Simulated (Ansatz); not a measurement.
Cost and result for the atomization energy of AlH$_{5}$N$_{2}$OSi (10 atoms, 10 bonds).

Cartesian coordinates in Å:
```
N 1.320 -1.959 0.534
Al 0.426 -0.498 0.168
N -1.182 0.000 -0.422
Si -0.640 1.645 -0.282
O 0.857 1.180 0.268
H 0.965 -2.895 0.439
H 2.267 -1.973 0.873
H -2.063 -0.372 -0.724
H -0.570 2.399 -1.563
H -1.381 2.473 0.709
```

Charge 0, multiplicity 1. Geometry: relaxed with PBE0-D4/def2-TZVP. It is one conformer, not always the lowest. Program: Ansatz. All runs use 4 threads of an Arm Neoverse V2 on a shared host. Times are those of one run each, without the atoms' runs, and a repeat can differ threefold. Electronic energies, without spin–orbit coupling; frozen cores. CCSD(T)/CBS adds CCSD(T) − MP2 in def2-TZVPP to the MP2 limit, and its time is that of the two runs behind it. T1 = 0.012. B3LYP takes the VWN-RPA correlation (the form of Gaussian; ORCA's B3LYP/G).

CCSD(T)/CBS is a level of theory with its own doubt, some kJ/mol a heavy atom from the limit and from the frozen cores, so smaller differences don't rank the functionals.

| level | functions | wall time | atomization (kcal/mol) | difference from CCSD(T)/CBS | per bond |
| --- | --- | --- | --- | --- | --- |
| PBE-D4/def2-TZVPP (with forces) | 247 | 2 s | 891.6 | 4.6 | 0.5 |
| PBE0-D4/def2-TZVPP | 247 | 2.4 s | 873.0 | -14.0 | -1.4 |
| B3LYP-D4/def2-TZVPP (with forces) | 247 | 3.5 s | 881.8 | -5.2 | -0.5 |
| r2SCAN-D4/def2-TZVPP (with forces) | 247 | 3.9 s | 881.7 | -5.3 | -0.5 |
| B2PLYP/def2-TZVPP | 247 | 4 s | 874.0 | -13.0 | -1.3 |
| ωB97X-V/def2-TZVPP | 247 | 6.5 s | 889.2 | 2.2 | 0.2 |
| ωB97M-V/def2-TZVPP (with forces) | 247 | 9 s | 888.0 | 1.0 | 0.1 |
| MP2/def2-QZVPP | 461 | 14 s | 895.1 | 8.1 | 0.8 |
| CCSD(T)/def2-TZVPP | 247 | 82 s | 854.8 | -32.2 | -3.2 |
| CCSD(T)/CBS(def2) | – | 96 s | 887.0 | 0.0 | 0.0 |

From PBE to PBE0 (25 % exact exchange), in def2-TZVPP and without D4, the atomization energy moves by −17.7 kcal/mol: exact exchange takes away binding that semilocal exchange gives to molecules. In def2-TZVPP, CCSD(T) changes the Hartree–Fock value by +245.5 kcal/mol (the triples alone add +14.5 kcal/mol) and MP2 by +266.3 kcal/mol; breaking electron pairs costs correlation energy, which Hartree–Fock lacks. The D4 term adds +8.5 kcal/mol with B3LYP and +4.4 kcal/mol with PBE0; it sums over pairs of atoms, weighted by their polarisabilities, and B3LYP, whose exchange is more repulsive, gets the larger term.
